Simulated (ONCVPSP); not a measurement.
# Before and after: ONCV potential for Cr

ONCVPSP 4.0.1 input, shortened (lines: element, Z, core and valence counts, functional; n l f; lmax; l rc ep ncon nbas qcut; lloc lpopt rc5 dvloc0; l nproj debl; icmod fcfact rcfact), PBE, scalar-relativistic:

```
  Cr 24.00    5    2        4      upf
    1    0    2.00
    2    0    2.00
    2    1    6.00
    3    0    2.00
    3    1    6.00
    3    2    5.00
    4    0    1.00
    2
    0    2.35    0.00    4    8    3.00
    1    2.30    0.11    3    6    4.30
    2    1.20    0.00    5    9   14.20
    4    5    0.75    1.00
    0    3    2.50
    1    2    0.50
    2    2    3.60
    3    4.75    1.65
```

All-electron outer shells of the reference configuration (PBE, scalar-relativistic, ld1.x):

```tsv
shell	level (eV)	outermost node (bohr)	outermost maximum (bohr)
3p	-45.44	0.33	0.80
4s	-4.01	1.12	2.74
3d	-2.91	–	0.84
```

Change: s: rc 3.46.

Cutoffs: the cutoffs (Ha) at which the residual kinetic energy of the hardest occupied pseudo-wave falls to 1 and 0.1 mHa per electron; they do not see the model core or the augmentation charge, which bear on the density cutoff. Errors are all-electron minus pseudo energies relative to the spin-unpolarised reference configuration.

Problem. What does the change do?

Solution. The potential gets neither clearly harder nor softer (71 Ha and 83 Ha → 71 Ha and 83 Ha); the bound ghosts move from p, s to p; the number of tests with a reliable result goes from 3 to 0.

| quantity | base | changed |
| --- | --- | --- |
| cutoff, loose | 71 Ha | 71 Ha |
| cutoff, tight | 83 Ha | 83 Ha |
| loose cutoff by channel | s 3.3 Ha, d 71 Ha | s 2.5 Ha, d 71 Ha |
| bound ghosts | s, p | p |
| GHOST(+) flags under 300 eV | s at 193.9 eV | s at 156.2 eV |
| tests with a reliable result | 3 of 4 | 0 of 4 |
| p: phases at 2.34 bohr within 0.05 rad from the reference energy up to (Ha; the scan ends near 5) | 3.1 | 3.1 |
| d: phases at 1.22 bohr within 0.05 rad from the reference energy up to (Ha; the scan ends near 5) | to the end of the scan | to the end of the scan |
| rms error of d²Exc/dni dnj with the model core, mHa | 5.48 | 5.54 |

 A true bound ghost makes a file unfit for plane-wave use even where its test errors are small: the radial tests pick states by their node count and pass the ghost by.
